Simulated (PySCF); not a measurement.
A GIAO shielding run with PySCF 2.14 (density fitting, non-relativistic, gas phase) on `CC#CCCC([SiH3])[SiH3]`, C$_{6}$H$_{14}$Si$_{2}$:

```
$ OMP_NUM_THREADS=1 python probes_run.py task.json out

{"job": {"kind": "nmr", "xc": "PBE0", "basis": "pcSseg-1"}, "charge": 0, "multiplicity": 1}
C      3.559845    -1.363411    -0.633788
C      2.596184    -0.399617    -0.144556
C      1.811483     0.402043     0.277270
C      0.826471     1.364901     0.730648
C     -0.434732     1.313317    -0.140139
C     -1.140538    -0.045235    -0.098538
Si    -1.861285    -0.452133     1.618454
Si    -2.449348    -0.143333    -1.479743
H      4.220990    -0.895659    -1.363485
H      3.045464    -2.198376    -1.110045
H      4.160021    -1.744174     0.192525
H      1.264950     2.367426     0.682695
H      0.568854     1.157030     1.773066
H     -1.122787     2.095651     0.190773
H     -0.144689     1.546257    -1.170040
H     -0.385489    -0.808133    -0.322309
H     -2.651280     0.689438     2.091758
H     -2.714767    -1.637438     1.524892
H     -0.809153    -0.735782     2.600583
H     -1.801816     0.066975    -2.779531
H     -3.460637     0.899464    -1.286083
H     -3.088148    -1.459826    -1.471045
```

Hardware: 1 thread of an Intel Xeon, shared host. The job also computes population analyses, field gradients.

Q: How large is the calculation?

A: 78 electrons, 220 basis functions and 1184 auxiliary functions.

Q: How long does it take, and how much memory does it need?

A: 2.5 min of wall time, with 14 SCF cycles and 4 response iterations; peak memory 1.1 GiB. Times on a shared host scatter by some tens of per cent.
